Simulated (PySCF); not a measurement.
Problem. Write Cartesian coordinates for `CN(C)c1ccccc1Br` as optimised with PBE0-D3(BJ)/def2-SVP.

Solution. 
```
atom  x, y, z in Å
C1    -2.0539    0.7644   -0.8915
N2    -1.3186   -0.2831   -0.2164
C3    -2.0338   -0.8393    0.9011
C4     0.0637   -0.1163   -0.0825
C5     0.6719    0.0328    1.1765
C6     2.0484    0.1791    1.3176
C7     2.8699    0.1978    0.1942
C8     2.3002    0.0413   -1.0674
C9     0.9252   -0.1292   -1.2019
Br10   0.2519   -0.4870   -2.9326
H11   -1.4859    1.1550   -1.7439
H12   -2.2856    1.6103   -0.2112
H13   -3.0047    0.3654   -1.2790
H14   -3.0138   -1.2023    0.5534
H15   -1.4851   -1.6950    1.3190
H16   -2.2252   -0.1124    1.7199
H17    0.0402    0.0476    2.0658
H18    2.4776    0.2932    2.3158
H19    3.9507    0.3183    0.2920
H20    2.9256    0.0210   -1.9616
```

Orientation and origin are arbitrary. Atoms count from 1 in this order. N2 (aniline-type nitrogen) is pyramidal (angles 117.6°, 117.4° and 112.9°, sum 347.9°, 0.29 Å off the plane of its three neighbours). Of the pairs four or more bonds apart, C3···H17 is among the closest relative to their van der Waals radii: 2.54 Å, 88 % of the sum of Bondi's values. The C–N distances run from 1.399 Å (N2–C4, drawn single) to 1.447 Å (C1–N2, drawn single), a spread of 0.048 Å. The C–C distances run from 1.391 Å (C5–C6, aromatic) to 1.413 Å (C4–C9, aromatic), a spread of 0.022 Å.

Bonds between heavy atoms (Å): C1–N2 1.447, N2–C3 1.439, N2–C4 1.399, C4–C5 1.406, C5–C6 1.391, C6–C7 1.392, C7–C8 1.393, C8–C9 1.392, C9–Br10 1.891, C4–C9 1.413.

Method: PBE0-D3(BJ)/def2-SVP geometry optimisation, gas phase (PySCF).

Point group: C1 (no symmetry element, even within 0.4 Å). PBE0-D3(BJ)/def2-SVP frequencies: not computed here.
